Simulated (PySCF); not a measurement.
PySCF input file for C₄H₄ClF, SMILES C=C(Cl)/C=C\F, TDDFT-PBE/def2-SVPD. The structure is a stationary point at B3LYP-D3(BJ)/def2-SVP. The structure was generated by enumeration; whether it is a known compound was not checked. One conformer was computed; it need not be the lowest.

```python
import numpy as np
from pyscf import gto, scf, dft, tdscf

mol = gto.M(
    atom='''
    C     1.10481906   -1.98453649   -0.00000000
    C     0.46704660   -0.80204546    0.00000000
    Cl   -1.28692218   -0.78288873   -0.00000000
    C     1.17047517    0.47585610    0.00000000
    C     0.70549877    1.73316728    0.00000000
    F    -0.57720096    2.08011904    0.00000000
    H     0.55660242   -2.92687680    0.00000000
    H     2.19669873   -2.01500880   -0.00000000
    H     2.26076968    0.39395893   -0.00000001
    H     1.37137723    2.60131516   -0.00000000
    ''',
    basis='def2-SVPD',
    charge=0,
    spin=0,
    symmetry=True,
    max_memory=1600,
    verbose=4,
)
mf = dft.RKS(mol, xc='pbe').density_fit(auxbasis='def2-universal-jkfit')
mf.grids.level = 3
mf.conv_tol = 1e-9
mf.max_cycle = 100
mf.kernel()
mf.grids = dft.Grids(mol).set(level=1).build(with_non0tab=True)  # coarser grid for the response kernel
td = tdscf.TDDFT(mf)
td.singlet = True
td.nstates = 10
td.conv_tol = 1e-4
td.positive_eig_threshold = 1e-6
td.kernel(x0=td.get_init_guess(mf, 15))
td.analyze()
tt = tdscf.TDA(mf)
tt.singlet = False
tt.nstates = 4
tt.conv_tol = 1e-4
tt.positive_eig_threshold = 1e-6
tt.kernel(x0=tt.get_init_guess(mf, 9))
tt.analyze(verbose=3)
```

Log of the run:

```
PySCF version 2.14.0

[INPUT] verbose = 4
[INPUT] num. atoms = 10
[INPUT] num. electrons = 54
[INPUT] charge = 0
[INPUT] spin (= nelec alpha-beta = 2S) = 0
[INPUT] symmetry True subgroup None
[INPUT] Mole.unit = angstrom
[INPUT] Symbol           X                Y                Z      unit          X                Y                Z       unit  Magmom
[INPUT]  1 C      1.104819060000  -1.984536490000   0.000000000000 AA    2.087805440599  -3.750230450306   0.000000000000 Bohr   0.0
[INPUT]  2 C      0.467046600000  -0.802045460000   0.000000000000 AA    0.882590161409  -1.515646258851   0.000000000000 Bohr   0.0
[INPUT]  3 Cl    -1.286922180000  -0.782888730000   0.000000000000 AA   -2.431930463828  -1.479445285709   0.000000000000 Bohr   0.0
[INPUT]  4 C      1.170475170000   0.475856100000   0.000000000000 AA    2.211877506904   0.899237703704   0.000000000000 Bohr   0.0
[INPUT]  5 C      0.705498770000   1.733167280000   0.000000000000 AA    1.333199456518   3.275211487257   0.000000000000 Bohr   0.0
[INPUT]  6 F     -0.577200960000   2.080119040000   0.000000000000 AA   -1.090751733236   3.930855292093   0.000000000000 Bohr   0.0
[INPUT]  7 H      0.556602420000  -2.926876800000   0.000000000000 AA    1.051826134070  -5.530995552343   0.000000000000 Bohr   0.0
[INPUT]  8 H      2.196698730000  -2.015008800000   0.000000000000 AA    4.151158977880  -3.807814770588   0.000000000000 Bohr   0.0
[INPUT]  9 H      2.260769680000   0.393958930000  -0.000000010000 AA    4.272235525921   0.744474482027  -0.000000018897 Bohr   0.0
[INPUT] 10 H      1.371377230000   2.601315160000   0.000000000000 AA    2.591527378165   4.915773216079   0.000000000000 Bohr   0.0

nuclear repulsion = 268.255028917761
point group symmetry = Cs
symmetry origin: [-1.39979699e-09  6.99898542e-10 -3.49949282e-10]
symmetry axis x: [ 1.00000000e+00  3.07854218e-10 -3.58173773e-10]
symmetry axis y: [ 3.07854218e-10 -1.00000000e+00  3.40259711e-11]
symmetry axis z: [-3.58173773e-10 -3.40257182e-11 -1.00000000e+00]
num. orbitals of irrep A' = 115
num. orbitals of irrep A" = 47
number of shells = 68
number of NR pGTOs = 238
number of NR cGTOs = 162
basis = def2-SVPD
ecp = {}


[settings echo left out]
init E= -714.559249026833
HOMO (A") = -0.270639390967104  LUMO (A") = -0.121873867717246  gap/eV = 4.04812
cycle= 1 E= -713.970951344032  delta_E= 0.588  |g|= 0.505  |ddm|= 5.89
HOMO (A") = -0.176248224855616  LUMO (A") = -0.0406531753550174  gap/eV = 3.68973
cycle= 2 E= -713.800336626195  delta_E= 0.171  |g|= 0.935  |ddm|= 1.75
HOMO (A") = -0.209761215289695  LUMO (A") = -0.0731521693547381  gap/eV = 3.71732
cycle= 3 E= -714.00585183089  delta_E= -0.206  |g|= 0.271  |ddm|= 1.33
HOMO (A") = -0.217422539055421  LUMO (A") = -0.0813010980816551  gap/eV = 3.70405
cycle= 4 E= -714.029657928019  delta_E= -0.0238  |g|= 0.0691  |ddm|= 0.474
HOMO (A") = -0.220493940236698  LUMO (A") = -0.0843471288855682  gap/eV = 3.70474
cycle= 5 E= -714.030391763348  delta_E= -0.000734  |g|= 0.0336  |ddm|= 0.102
HOMO (A") = -0.218544814423435  LUMO (A") = -0.0824668087798073  gap/eV = 3.70287
cycle= 6 E= -714.030614059837  delta_E= -0.000222  |g|= 0.00737  |ddm|= 0.0517
HOMO (A") = -0.218626549863081  LUMO (A") = -0.0826091740438066  gap/eV = 3.70122
cycle= 7 E= -714.030623805284  delta_E= -9.75e-06  |g|= 0.0039  |ddm|= 0.0182
HOMO (A") = -0.218701974156281  LUMO (A") = -0.0826677975164314  gap/eV = 3.70168
cycle= 8 E= -714.030627337392  delta_E= -3.53e-06  |g|= 0.00117  |ddm|= 0.00599
HOMO (A") = -0.218727624898264  LUMO (A") = -0.0826867681513805  gap/eV = 3.70186
cycle= 9 E= -714.030627694824  delta_E= -3.57e-07  |g|= 0.00028  |ddm|= 0.00279
HOMO (A") = -0.218705958593042  LUMO (A") = -0.0826648026196248  gap/eV = 3.70187
cycle= 10 E= -714.030627714613  delta_E= -1.98e-08  |g|= 7.76e-05  |ddm|= 0.000907
HOMO (A") = -0.218708832335592  LUMO (A") = -0.0826695922173051  gap/eV = 3.70182
cycle= 11 E= -714.030627716184  delta_E= -1.57e-09  |g|= 2.97e-05  |ddm|= 0.000321
HOMO (A") = -0.218708989453153  LUMO (A") = -0.0826691686507428  gap/eV = 3.70183
cycle= 12 E= -714.030627716431  delta_E= -2.46e-10  |g|= 5.51e-06  |ddm|= 7.25e-05
HOMO (A") = -0.218708812188652  LUMO (A") = -0.0826691645738888  gap/eV = 3.70183
Extra cycle  E= -714.030627716371  delta_E= 5.99e-11  |g|= 1.48e-05  |ddm|= 3.19e-05
converged SCF energy = -714.030627716371
tot grids = 42224
Overwritten attributes  positive_eig_threshold  of <class 'pyscf.tdscf.rks.CasidaTDDFT'>


******** <class 'pyscf.tdscf.rks.CasidaTDDFT'> for <class 'pyscf.df.df_jk.DFSymAdaptedRKS'> ********
nstates = 10 singlet
deg_eia_thresh = 1.000e-03
wfnsym = None
conv_tol = 0.0001
eigh lindep = 1e-12
eigh level_shift = 0
eigh max_cycle = 100


Excitation energies (eV)
[5.02605472 5.17374703 5.4928164  5.50577485 6.04487746 6.65702534
 6.77575338 6.90478117 6.98227887 7.0344341 ]

** Singlet excitation energies and oscillator strengths **
Excited State   1:   A'      5.02605 eV    246.68 nm  f=0.2309
      26 -> 28       -0.33060
      27 -> 28        0.60620
Excited State   2:   A"      5.17375 eV    239.64 nm  f=0.0005
      25 -> 28       -0.70692
Excited State   3:   A"      5.49282 eV    225.72 nm  f=0.0004
      27 -> 29       -0.70458
Excited State   4:   A'      5.50577 eV    225.19 nm  f=0.2102
      26 -> 28       -0.57086
      27 -> 28       -0.33282
      27 -> 31        0.23637
Excited State   5:   A"      6.04488 eV    205.11 nm  f=0.0014
      27 -> 30        0.70464
Excited State   6:   A"      6.65703 eV    186.25 nm  f=0.0141
      27 -> 32       -0.70540
Excited State   7:   A'      6.77575 eV    182.98 nm  f=0.0848
      23 -> 28       -0.31214
      26 -> 28       -0.18527
      26 -> 31        0.11000
      27 -> 31       -0.58165
Excited State   8:   A"      6.90478 eV    179.56 nm  f=0.0005
      26 -> 29        0.69560
Excited State   9:   A"      6.98228 eV    177.57 nm  f=0.0002
      24 -> 28        0.69442
      27 -> 33        0.11282
Excited State  10:   A"      7.03443 eV    176.25 nm  f=0.0020
      24 -> 28       -0.11242
      27 -> 33        0.69553

** Transition electric dipole moments (AU) **
state          X           Y           Z        Dip. S.      Osc.
  1         0.4389     -1.2970      0.0000      1.8749      0.2309
  2         0.0000      0.0000      0.0597      0.0036      0.0005
  3         0.0000      0.0000      0.0568      0.0032      0.0004
  4         0.0185      1.2483     -0.0000      1.5586      0.2102
  5         0.0000      0.0000      0.0977      0.0096      0.0014
  6         0.0000      0.0000     -0.2943      0.0866      0.0141
  7         0.4429      0.5610      0.0000      0.5108      0.0848
  8         0.0000      0.0000     -0.0520      0.0027      0.0005
  9         0.0000      0.0000      0.0355      0.0013      0.0002
 10         0.0000      0.0000     -0.1078      0.0116      0.0020

** Transition velocity dipole moments (imaginary part, AU) **
state          X           Y           Z        Dip. S.      Osc.
  1         0.0808     -0.2354      0.0000      0.0619      0.2235
  2         0.0000      0.0000      0.0109      0.0001      0.0004
  3         0.0000     -0.0000      0.0161      0.0003      0.0009
  4         0.0038      0.2492     -0.0000      0.0621      0.2047
  5        -0.0000     -0.0000      0.0185      0.0003      0.0010
  6         0.0000     -0.0000     -0.0909      0.0083      0.0225
  7         0.1123      0.1361      0.0000      0.0311      0.0833
  8         0.0000      0.0000     -0.0163      0.0003      0.0007
  9        -0.0000     -0.0000      0.0099      0.0001      0.0003
 10         0.0000      0.0000     -0.0252      0.0006      0.0016

** Transition magnetic dipole moments (imaginary part, AU) **
state          X           Y           Z
  1         0.0000     -0.0000      0.5644
  2         0.1609      0.1240      0.0000
  3        -0.1582      0.0082      0.0000
  4         0.0000      0.0000     -0.4051
  5        -0.4355      0.1026      0.0000
  6        -0.3148     -0.4216      0.0000
  7         0.0000     -0.0000     -0.9135
  8         0.1033     -0.1929      0.0000
  9        -0.5120     -0.0298     -0.0000
 10         0.0231      0.1039      0.0000
Overwritten attributes  positive_eig_threshold  of <class 'pyscf.tdscf.rks.TDA'>


******** <class 'pyscf.tdscf.rks.TDA'> for <class 'pyscf.df.df_jk.DFSymAdaptedRKS'> ********
nstates = 4 triplet
deg_eia_thresh = 1.000e-03
wfnsym = None
conv_tol = 0.0001
eigh lindep = 1e-12
eigh level_shift = 0
eigh max_cycle = 100


Excitation energies (eV)
[3.0090814  4.61563769 5.08984595 5.30578426]

** Triplet excitation energies and oscillator strengths **
Excited State   1:   A'      3.00908 eV    412.03 nm  f=0.0000
Excited State   2:   A'      4.61564 eV    268.62 nm  f=0.0000
Excited State   3:   A"      5.08985 eV    243.59 nm  f=0.0000
Excited State   4:   A"      5.30578 eV    233.68 nm  f=0.0000
```

The calculation finished and met its thresholds.

Cost: roughly 80 core-seconds.
